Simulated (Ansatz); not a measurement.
`N[SiH](F)F` + H₂S → `F[SiH](F)S` + NH₃  (ligand exchange at the Si–N bond)

Calculated with Ansatz (gas phase, PBE0-D4/def2-TZVP geometries, no zero-point term in ΔE). CCSD(T)/CBS adds triple-zeta CCSD(T) − MP2 to the extrapolated MP2 energy (def2 sets, frozen cores). This one scheme is used for every species. DFT in def2-TZVPP. Each species was taken in one conformer, which may not be the lowest.

`N[SiH](F)F`:

Cartesian coordinates in Å:
```
N -0.369 0.704 -0.689
Si 0.131 -0.458 0.423
F 0.359 -1.820 -0.357
F 1.530 -0.156 1.118
H -0.844 1.541 -0.395
H 0.053 0.803 -1.597
H -0.859 -0.615 1.498
```

H₂S:

Z-matrix (Å, degrees):
```
S
H 1 1.341
H 1 1.341 2 92.3
```

`F[SiH](F)S`:

```xyz
6

F    -0.369   -0.911   -1.388
Si   -0.470    0.091   -0.164
F    -1.166   -0.736    0.995
S     1.430    0.780    0.421
H    -1.314    1.237   -0.530
H     1.889   -0.461    0.666
```

NH₃:

```xyz
4

N    -0.153   -0.012    0.237
H    -0.336    0.835   -0.288
H     0.841   -0.032    0.430
H    -0.352   -0.791   -0.378
```

(1) Is it downhill or uphill in electronic energy at CCSD(T)/CBS, and by how much? (Best estimate.)

(2) What do these levels give: PBE0-D4, CAM-B3LYP-D4, PBE, PBE0, SCS-MP2/def2-TZVPP, MP2/def2-QZVPP? (Estimate.)

Largest T1 diagnostic among the species: 0.012.

Results:

(1) Ansatz gave: Uphill: ΔE = +14.3 kJ/mol.

(2) Ansatz gave: PBE0-D4 8.6, CAM-B3LYP-D4 20.8, PBE 5.3, PBE0 9.7, SCS-MP2/def2-TZVPP 17.3, MP2/def2-QZVPP 13.3 kJ/mol.

At CCSD(T), def2-SVP lies +5.1 kJ/mol from the extrapolated value and def2-TZVPP +2.1 kJ/mol. From BLYP to BHLYP (50 % exact exchange), in def2-TZVPP and without D4, ΔE moves by +8.7 kJ/mol.
